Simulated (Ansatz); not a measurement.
Input file for C2H3AlF2O, SMILES `F[CH]1O[CH2][Al]1[F]`:

```yaml
crystal:
  periodic: [false, false, false]
  atoms:
    - {symbol: F, position_ang: [0.806076, -0.983327, 1.710306]}
    - {symbol: C, position_ang: [1.032029, -0.091898, 0.659312]}
    - {symbol: O, position_ang: [0.692270, -0.685723, -0.559244]}
    - {symbol: C, position_ang: [-0.695459, -0.432121, -0.911403]}
    - {symbol: Al, position_ang: [-0.539056, 1.072681, 0.335411]}
    - {symbol: F, position_ang: [-1.223528, 2.518802, 0.712526]}
    - {symbol: H, position_ang: [2.102027, 0.116460, 0.657766]}
    - {symbol: H, position_ang: [-0.757502, -0.282696, -1.990000]}
    - {symbol: H, position_ang: [-1.328357, -1.278479, -0.631874]}
basis:
  gaussian: {orbitals: def2-SVP}
correlation: {method: ccsd_t}
```

```sh
$ ansatz run in.yaml --threads 4 --pin off --events-out ev --progress --plain
```

Output of Ansatz, abridged:

```
Functional definition: HF
991 factors; integrals over basis functions are off by at most 1.3e-3 eV
mean field evaluation 1: about -16127.2355 eV, gradient 4.0e1 eV
mean field evaluation 2: about -16127.3501 eV, gradient 4.0e1 eV
mean field evaluation 4: about -16130.7366 eV, gradient 3.4e0 eV
mean field evaluation 8: about -16130.7935 eV, gradient 3.3e-1 eV
mean field -16130.79391112 eV, -592.7957423889 hartree, gradient 1.5e-6 eV, S^2 0.000000; 0 other end points of the search recorded, 0 dependent functions left out
10 core orbitals not correlated: weight in the atoms' cores, before any rotation towards them, 1.000 or more for the frozen orbitals, at most 0.000 for the correlated occupied ones
reference -16130.79391112 eV, -592.7957423889 hartree; 17, 17 occupied and 76, 76 virtual orbitals, 991 factors
second order -23.89453008 eV of doubles, -0.00000000 eV of singles
cycle   1  -23.98917437 eV  change   -9.5e-2 eV  update   1.2e-1
cycle   2  -24.55799817 eV  change   -5.7e-1 eV  update   3.6e-2
cycle   3  -24.72363260 eV  change   -1.7e-1 eV  update   2.2e-2
cycle   4  -24.71806092 eV  change    5.6e-3 eV  update   5.9e-3
cycle   5  -24.71264620 eV  change    5.4e-3 eV  update   3.2e-3
cycle   6  -24.71346916 eV  change   -8.2e-4 eV  update   1.1e-3
cycle   7  -24.71332970 eV  change    1.4e-4 eV  update   4.5e-4
cycle   8  -24.71310483 eV  change    2.2e-4 eV  update   1.5e-4
cycle   9  -24.71315891 eV  change   -5.4e-5 eV  update   6.0e-5
cycle  10  -24.71321846 eV  change   -6.0e-5 eV  update   2.3e-5
cycle  11  -24.71320069 eV  change    1.8e-5 eV  update   8.6e-6
perturbative correction -0.61957068 eV, -0.0227688024 hartree
Total energy: -16156.12668249 eV, -593.7267045655 hartree
```

Hardware: 4 threads of a server CPU on a shared host. Wall time 5.5 s, peak host memory 0.49 GiB.

MP2 recovers 94.3 % of the CCSD(T) correlation energy and the triples give 2.4 %; T1 = 0.0152.
